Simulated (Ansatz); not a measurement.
```yaml
crystal:
  periodic: [false, false, false]
  atoms:
    - {symbol: O, position_ang: [2.452705, -1.892606, 0.372340]}
    - {symbol: S, position_ang: [1.385299, -1.209788, -0.359803]}
    - {symbol: O, position_ang: [1.543032, -0.947795, -1.793823]}
    - {symbol: N, position_ang: [-0.032205, -1.826891, 0.117423]}
    - {symbol: S, position_ang: [-1.409490, -1.163943, -0.413103]}
    - {symbol: O, position_ang: [-2.525852, -1.810938, 0.277372]}
    - {symbol: O, position_ang: [-1.503757, -0.897783, -1.851925]}
    - {symbol: C, position_ang: [-1.299477, 0.548130, 0.358314]}
    - {symbol: F, position_ang: [-2.317710, 1.312561, -0.093161]}
    - {symbol: F, position_ang: [-1.416213, 0.435546, 1.696741]}
    - {symbol: C, position_ang: [0.020128, 1.281311, 0.045577]}
    - {symbol: F, position_ang: [0.050130, 1.592275, -1.261683]}
    - {symbol: F, position_ang: [0.025796, 2.448527, 0.752260]}
    - {symbol: C, position_ang: [1.302149, 0.505493, 0.407873]}
    - {symbol: F, position_ang: [2.361318, 1.235849, -0.004099]}
    - {symbol: F, position_ang: [1.364137, 0.390051, 1.749707]}
basis:
  gaussian: {orbitals: def2-TZVPD, initial_orbitals: start.molden}
total_charge: -1
hamiltonian: {xc: pbe0, dispersion: d4}
scf: {omitted_lower_state_checks: [starts]}
output: {forces: true, orbitals: {seedname: orbitals}}
```

The file start.molden holds the orbitals of an earlier run on this structure, at another level or in another basis.

```sh
$ ansatz run in.yaml --threads 6 --pin off --events-out ev --progress --plain --max-ram 7833MiB
```

Question: Does this run fit into the memory that it is given?

Answer: No. It has 640 basis functions, and Ansatz plans for 10 GiB where 8 GiB are given.
